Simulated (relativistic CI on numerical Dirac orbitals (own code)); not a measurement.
## Level scheme of Fe¹⁸⁺

Computed by Dirac-Coulomb-Breit CI, separate exchange-only KLI orbitals for each configuration, model QED (radiative potential, 1s self-energy scaled to tabulated hydrogen-like ionisation energies), unscaled Slater integrals (own radial code, finite nucleus).

Configuration list (outside the closed core 1s2): 2s²2p⁴, 2s2p⁵, 2p⁶, 2p⁵3s, 2p⁵3p, 2p⁵3d, 2s²2p³3s, 2s²2p³3p, 2s²2p³3d, 2s2p⁴3s, 2s2p⁴3p, 2s2p⁴3d, 2s²2p³4s, 2s²2p³4p, 2s²2p³4d, 2s²2p³4f. Levels of other configurations are missing.

| No. | Configuration | Term | J | E (Ry) | % | jj configuration (%) |
| --- | --- | --- | --- | --- | --- | --- |
| 41 | 2p³(2P°)3p | ³D | 2 | 65.3301 | 79 | 2p1/2 2p3/2^2 3p3/2 (71) |
| 42 | 2p³(4S°)3d | ⁵D° | 3 | 65.3455 | 85 | 2p3/2 3d3/2 (30) |
| 43 | 2p³(4S°)3d | ⁵D° | 2 | 65.3501 | 87 | 2p3/2 3d3/2 (45) |
| 44 | 2p³(4S°)3d | ⁵D° | 0 | 65.3534 | 91 | 2p3/2 3d3/2 (49) |
| 45 | 2p³(4S°)3d | ⁵D° | 1 | 65.3562 | 91 | 2p3/2 3d3/2 (45) |
| 46 | 2p³(4S°)3d | ⁵D° | 4 | 65.3748 | 89 | 2p3/2 3d5/2 (50) |
| 47 | 2p³(2P°)3p | ³P | 0 | 65.7326 | 80 | 2p1/2 2p3/2^2 3p1/2 (76) |
| 48 | 2p³(2D°)3p | ³P | 1 | 65.7499 | 46 | 2p3/2^3 3p3/2 (58) |
| 49 | 2p³(2P°)3p | ³D | 3 | 65.7555 | 69 | 2p3/2^3 3p3/2 (87) |
| 50 | 2p³(4S°)3d | ³D° | 2 | 65.7962 | 71 | 2p3/2 3d5/2 (58) |
| 51 | 2p³(2P°)3p | ³P | 1 | 65.9890 | 53 | 2p3/2^3 3p1/2 (66) |
| 52 | 2p³(4S°)3d | ³D° | 1 | 66.0355 | 93 | 2p1/2 2p3/2^2 3d5/2 (45) |
| 53 | 2p³(4S°)3d | ³D° | 3 | 66.0432 | 80 | 2p1/2 2p3/2^2 3d5/2 (47) |
| 54 | 2p³(2P°)3p | ³P | 2 | 66.0450 | 47 | 2p3/2^3 3p3/2 (85) |
| 55 | 2p³(2D°)3p | ¹D | 2 | 66.2899 | 74 | 2p3/2^3 3p1/2 (56) |
| 56 | 2p³(2D°)3d | ³F° | 2 | 66.6599 | 74 | 2p1/2 2p3/2^2 3d3/2 (69) |
| 57 | 2p³(2D°)3d | ³F° | 3 | 66.7664 | 79 | 2p1/2 2p3/2^2 3d3/2 (56) |
| 58 | 2p³(2D°)3d | ¹S° | 0 | 66.7816 | 78 | 2p1/2 2p3/2^2 3d3/2 (40) |
| 59 | 2p³(2D°)3d | ³G° | 3 | 66.8284 | 63 | 2p1/2 2p3/2^2 3d3/2 (32) |
| 60 | 2p³(2D°)3d | ³G° | 4 | 66.8315 | 51 | 2p1/2 2p3/2^2 3d5/2 (57) |
| 61 | 2p³(2D°)3d | ³D° | 1 | 66.8662 | 56 | 2p1/2 2p3/2^2 3d3/2 (46) |
| 62 | 2p³(2D°)3d | ³F° | 4 | 67.0403 | 97 | 2p1/2 2p3/2^2 3d5/2 (76) |
| 63 | 2p³(2D°)3d | ³G° | 5 | 67.1529 | 100 | 2p1/2 2p3/2^2 3d5/2 (100) |
| 64 | 2p³(2D°)3d | ¹G° | 4 | 67.1660 | 64 | 2p1/2 2p3/2^2 3d3/2 (80) |
| 65 | 2p³(2P°)3p | ¹S | 0 | 67.2124 | 76 | 2p3/2^3 3p3/2 (76) |
| 66 | 2p³(2D°)3d | ³P° | 2 | 67.2266 | 43 | 2p1/2 2p3/2^2 3d5/2 (63) |
| 67 | 2p³(2D°)3d | ¹P° | 1 | 67.2937 | 34 | 2p1/2 2p3/2^2 3d5/2 (45) |
| 68 | 2s2p⁴(3P)<4P>3s | ⁵P | 3 | 67.4063 | 96 | 2s 2p3/2^2 3s (79) |
| 69 | 2p³(2D°)3d | ³D° | 3 | 67.4191 | 89 | 2p1/2 2p3/2^2 3d3/2 (44) |
| 70 | 2p³(2D°)3d | ³P° | 0 | 67.4439 | 84 | 2p1/2 2p3/2^2 3d5/2 (68) |
| 71 | 2p³(2D°)3d | ³D° | 2 | 67.4794 | 51 | 2p1/2 2p3/2^2 3d3/2 (81) |
| 72 | 2p³(2D°)3d | ³P° | 1 | 67.4913 | 50 | 2p1/2 2p3/2^2 3d5/2 (60) |
| 73 | 2p³(2D°)3d | ¹D° | 2 | 67.5709 | 50 | 2p1/2 2p3/2^2 3d5/2 (63) |
| 74 | 2p³(2D°)3d | ³S° | 1 | 67.6811 | 56 | 2p1/2 2p3/2^2 3d3/2 (61) |
| 75 | 2s2p⁴(3P)<4P>3s | ⁵P | 2 | 67.8600 | 79 | 2s 2p1/2 2p3/2^3 3s (50) |
| 76 | 2p³(2D°)3d | ¹F° | 3 | 67.9003 | 68 | 2p1/2 2p3/2^2 3d5/2 (52) |
| 77 | 2p³(2P°)3d | ³F° | 2 | 67.9881 | 72 | 2p1/2 2p3/2^2 3d3/2 (57) |
| 78 | 2p³(2P°)3d | ³F° | 3 | 68.0443 | 69 | 2p1/2 2p3/2^2 3d5/2 (74) |
| 79 | 2s2p⁴(3P)<4P>3s | ⁵P | 1 | 68.1712 | 94 | 2s 2p1/2 2p3/2^3 3s (45) |
| 80 | 2p³(2P°)3d | ³D° | 2 | 68.1938 | 35 | 2p1/2 2p3/2^2 3d5/2 (71) |
| 81 | 2p³(2P°)3d | ³D° | 1 | 68.3626 | 39 | 2p1/2 2p3/2^2 3d3/2 (71) |
| 82 | 2s2p⁴(3P)<4P>3s | ³P | 2 | 68.3641 | 76 | 2s 2p3/2^2 3s (49) |
| 83 | 2p³(2P°)3d | ³F° | 4 | 68.3940 | 69 | 2p3/2^3 3d5/2 (86) |
| 84 | 2p³(2P°)3d | ³P° | 0 | 68.4443 | 88 | 2p3/2^3 3d3/2 (88) |
| 85 | 2p³(2P°)3d | ³P° | 2 | 68.5401 | 47 | 2p3/2^3 3d5/2 (78) |
| 86 | 2p³(2P°)3d | ³D° | 1 | 68.5954 | 44 | 2p3/2^3 3d3/2 (63) |
| 87 | 2p³(2P°)3d | ³D° | 3 | 68.7445 | 44 | 2p3/2^3 3d5/2 (85) |
| 88 | 2s2p⁴(3P)<4P>3s | ³P | 1 | 68.8398 | 91 | 2s 2p1/2 2p3/2^3 3s (60) |
| 89 | 2p³(2P°)3d | ¹F° | 3 | 68.9529 | 67 | 2p3/2^3 3d3/2 (69) |
| 90 | 2p³(2D°)3d | ¹D° | 2 | 68.9691 | 47 | 2p3/2^3 3d3/2 (80) |
| 91 | 2s2p⁴(3P)<4P>3s | ³P | 0 | 69.0228 | 90 | 2s 2p3/2^2 3s (38) |
| 92 | 2p³(2P°)3d | ¹P° | 1 | 69.5094 | 72 | 2p3/2^3 3d5/2 (59) |
| 93 | 2s2p⁴(3P)<4P>3p | ⁵P° | 3 | 69.5249 | 70 | 2s 2p3/2^2 3p1/2 (44) |
| 94 | 2s2p⁴(3P)<4P>3p | ⁵P° | 2 | 69.5378 | 68 | 2s 2p3/2^2 3p1/2 (73) |
| 95 | 2s2p⁴(3P)<4P>3p | ⁵D° | 4 | 69.8273 | 96 | 2s 2p3/2^2 3p3/2 (80) |
| 96 | 2s2p⁴(3P)<4P>3p | ⁵P° | 1 | 69.9209 | 79 | 2s 2p1/2 2p3/2^3 3p1/2 (40) |
| 97 | 2s2p⁴(3P)<4P>3p | ³D° | 3 | 69.9523 | 62 | 2s 2p3/2^2 3p3/2 (42) |
| 98 | 2s2p⁴(3P)<4P>3p | ⁵D° | 2 | 70.2457 | 58 | 2s 2p1/2 2p3/2^3 3p1/2 (48) |
| 99 | 2s2p⁴(1D)<2D>3s | ³D | 1 | 70.2818 | 92 | 2s 2p1/2 2p3/2^3 3s (57) |
| 100 | 2s2p⁴(1D)<2D>3s | ³D | 2 | 70.3123 | 91 | 2s 2p1/2 2p3/2^3 3s (60) |
| 101 | 2s2p⁴(3P)<4P>3p | ⁵D° | 1 | 70.3802 | 69 | 2s 2p1/2 2p3/2^3 3p1/2 (42) |
| 102 | 2s2p⁴(1D)<2D>3s | ³D | 3 | 70.3929 | 96 | 2s 2p1/2 2p3/2^3 3s (79) |
| 103 | 2s2p⁴(3P)<4P>3p | ⁵D° | 0 | 70.4084 | 94 | 2s 2p3/2^2 3p1/2 (36) |
| 104 | 2s2p⁴(3P)<4P>3p | ³S° | 1 | 70.4232 | 47 | 2s 2p3/2^2 3p3/2 (46) |
| 105 | 2s2p⁴(3P)<4P>3p | ⁵D° | 3 | 70.4536 | 54 | 2s 2p1/2 2p3/2^3 3p3/2 (73) |
| 106 | 2s2p⁴(3P)<4P>3p | ³P° | 2 | 70.5052 | 47 | 2s 2p3/2^2 3p3/2 (43) |
| 107 | 2s2p⁴(3P)<4P>3p | ⁵S° | 2 | 70.7028 | 74 | 2s 2p1/2 2p3/2^3 3p3/2 (53) |
| 108 | 2s2p⁴(3P)<4P>3p | ³P° | 0 | 70.8665 | 98 | 2s 2p1/2 2p3/2^3 3p3/2 (55) |
| 109 | 2s2p⁴(1D)<2D>3s | ¹D | 2 | 70.8805 | 91 | 2s 2p1/2 2p3/2^3 3s (70) |
| 110 | 2s2p⁴(3P)<4P>3p | ³D° | 1 | 70.8880 | 77 | 2s 2p1/2 2p3/2^3 3p3/2 (61) |

Energies count from the lowest computed level; ° marks odd parity. Percentages are summed over parent terms; the parents shown are those of the largest component, closed shells are left out there, and <> holds an intermediate term. Filled j subshells are mostly left out of the jj labels.

The mean weight of the leading LS term, summed over parents, in these 70 levels is 71 %, and that of the leading jj configuration (from the same eigenvectors) 61 %, so LS coupling describes them better.

At this charge energies of transitions that change n are usually good to better than 1 %, and those within a shell (Δn = 0) to a few per cent.

LS names give the leading component of a level, which can be under half, so a name can repeat, a term be missing and a line seem to break the LS rules.
